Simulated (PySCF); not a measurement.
4-fluoro-2-phenylthiophene (C10H7FS), SMILES Fc1csc(-c2ccccc2)c1. Heavy atoms are numbered as in [F:1][c:2]1[cH:3][s:4][c:5](-[c:6]2[cH:7][cH:8][cH:9][cH:10][cH:11]2)[cH:12]1. Hydrogens are named by the atom that carries them.

Coordinates come from a B3LYP-D3(BJ)/def2-SVP optimisation. One conformer was computed; it need not be the lowest.

Calculation: PBE/pcSseg-1 in PySCF.

GIAO shieldings, no solvent; atoms alike by connectivity are averaged. δ = σ(ref) − σ: ¹⁹F against CFCl3 (σ = 133.6 ppm); ¹³C against TMS (σ = 182.0 ppm); ³³S against H2S (σ = 706.5 ppm); ¹H against TMS (σ = 31.49 ppm), references at their B3LYP-D3(BJ)/def2-TZVP geometries, non-relativistic.

| atoms | nucleus | count | δ (ppm) |
|---|---|---|---|
| F1 | ¹⁹F | 1 | -148.3 |
| C2 | ¹³C | 1 | … |
| C5 | ¹³C | 1 | 152.5 |
| C6 | ¹³C | 1 | … |
| C8 (CH) | ¹³C | 2 | … |
| C9 (CH) | ¹³C | 1 | 133.7 |
| C7 (CH) | ¹³C | 2 | 130.3 |
| C12 (CH) | ¹³C | 1 | 117.5 |
| C3 (CH) | ¹³C | 1 | … |
| S4 | ³³S | 1 | 405.4 |
| H on C7 | ¹H | 2 | 7.81 |
| H on C8 | ¹H | 2 | … |
| H on C9 | ¹H | 1 | … |
| H on C12 | ¹H | 1 | 7.29 |
| H on C3 | ¹H | 1 | … |

Q: What belongs in the gaps? (Estimate from the structure and the level; the computed values follow.)

A: 
- H on C3, δ (ppm): 6.69
- C2, δ (ppm): 168.8
- H on C9, δ (ppm): 7.56
- H on C8, δ (ppm): 7.68
- C3 (CH), δ (ppm): 110.7
- C6, δ (ppm): 139.7
- C8 (CH), δ (ppm): 134.8
